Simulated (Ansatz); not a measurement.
A structure relaxed at PBE0-D4/def2-TZVP in Ansatz, charge 0, doublet:

```xyz
3

Nb    0.1625   -1.1484    0.0004
O    -0.3595    0.5355    0.6535
O     0.1970    0.6129   -0.6539
```

Task: Give its formula and point group.

Result: NbO₂. Point group C2v (tolerance 0.1 Å).

Task: Summarise the bond lengths by kind (pairs closer than 1.2 times the sum of covalent radii, bridged metal pairs left out).

Result: 2 × Nb–O 1.88 Å; 1 × O–O 1.42 Å. The metal has 2 neighbours: O 1.88 Å, O 1.88 Å.

In the def2 sets Nb takes a core potential; there is no spin–orbit coupling. The structure holds 1 bond(s) between oxygen atoms. The charge 0 doublet is spin-contaminated (final ⟨S²⟩ up to 1.52, 0.75 for a pure state). No other spin state of charge 0 was run. Another isomer (doublet) lies 5.13 eV lower at PBE0-D4/def2-TZVP; other spin states weren't run for this one.
